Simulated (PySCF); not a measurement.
Level of theory: TPSSh-D3(BJ)/def2-TZVP // PBE-D3(BJ)/def2-SVP in PySCF 2.14.0. Gas-phase values, no solvent. 

Reference species: [Sc(Cl)(F)2] (neutral, multiplicity 1).

```yaml
charge on the central atom (Mulliken): 1.39 e
LUMO: -3.23 eV
```

Changed species: [Sc(Cl)2(F)] (1 of 3 Cl replaced by F; the reference has 2 of 3 Cl replaced by F).

**Question.** Give the shifts of the charge on the central atom (Mulliken) and LUMO.

**Answer.** the charge on the central atom (Mulliken) falls by 0.11 e, to 1.28 e; the LUMO falls by 0.26 eV, to -3.49 eV.
